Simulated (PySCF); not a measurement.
**From computed data to an observable: oscillator strength and radiative lifetime**

disiloxane (H6OSi2), SMILES [SiH3]O[SiH3].

Coordinates come from a PBE0-D3(BJ)/def2-SVP optimisation.

TDDFT-PBE/def2-SVPD in PySCF puts the first singlet state with f over 0.02 at 7.24 eV (vertical), with the transition dipole (0.000, 0.450, 0.000) in atomic units.

### Question
Find the oscillator strength, the wavelength and the radiative lifetime that this transition would have in vacuum if emission retraced absorption.

### Answer

|μ|² = 0.2025 au, so |μ| = 1.14 D. ΔE = 7.24/27.211 = 0.2661 hartree. f = (2/3) ΔE |μ|² = 0.036 (the program prints 0.036).
λ = 1239.84/7.24 = 171 nm; ν = 58395 cm⁻¹.
Einstein's coefficient A = 0.6670 ν² f s⁻¹ (ν in cm⁻¹) = 8.2e7 s⁻¹, so τ = 1/A = 12 ns. This state is S3; the lower singlets have f = 0.000, 0.000. The figure is the radiative limit of this one transition; relaxation, internal conversion, crossing to triplets and a medium change what is measured.
